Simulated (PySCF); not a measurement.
A species of formula C5H10SSi has this rotational fingerprint, computed with CAM-B3LYP/def2-SVPD in PySCF (dipole) on a GFN2-xTB geometry, gas phase:

```
Rotational constants : A = 3146, B = 1169, C = 1036 MHz
Dipole components    : |μa| = 0.15 D, |μb| = 1.31 D, |μc| = 0.43 D
Inertial defect      : -105.22 u·Å²
κ                    : -0.87
```

Question: Which candidate fits, each taken in the one conformer that was computed?
A. `[CH3:1]/[CH:2]=[CH:3]\[CH:4]=[CH:5]/[S:6][SiH3:7]` with C2–C3–C4–C5 180°, C4–C5–S6–Si7 180°
B. `[CH3:1]/[CH:2]=[CH:3]/[CH:4]=[CH:5]\[S:6][SiH3:7]` with C2–C3–C4–C5 180°, C4–C5–S6–Si7 180°
C. `[CH3:1][SiH2:2][S:3][C@:4]12[CH2:5][C@H:6]1[CH2:7]2` with C1–Si2–S3–C4 -65°, Si2–S3–C4–C5 -94°
D. `[CH3:1]/[CH:2]=[CH:3]/[CH:4]=[CH:5]/[S:6][SiH3:7]` with C2–C3–C4–C5 179°, C4–C5–S6–Si7 -6°

Answer: C. It is C[SiH2]S[C@]12C[C@H]1C2, an asymmetric top, point group C1. The candidates at the same level (rigid rotor, commonest isotopes):

```csv
SMILES,A (MHz),B (MHz),C (MHz),μa (D),μb (D),μc (D),Δ (u·Å²),point group,rotor
C/C=C/C=C/S[SiH3],4432,634.3,560.5,1.12,1.22,0.04,-9.23,near Cs,near-prolate asymmetric top
C/C=C/C=C\S[SiH3],7336,585.4,547.4,0.21,0.88,0.00,-8.90,Cs,near-prolate asymmetric top
C/C=C\C=C/S[SiH3],8438,590.6,557.4,0.14,1.20,0.00,-8.90,Cs,near-prolate asymmetric top
C[SiH2]S[C@]12C[C@H]1C2,3146,1169,1036,0.15,1.31,0.43,-105.22,C1,asymmetric top
```

`C/C=C/C=C\S[SiH3]` has A 133 % too high; `C/C=C\C=C/S[SiH3]` has A 168 % too high; `C/C=C/C=C/S[SiH3]` has C 46 % too low. No structure here is proved a minimum.
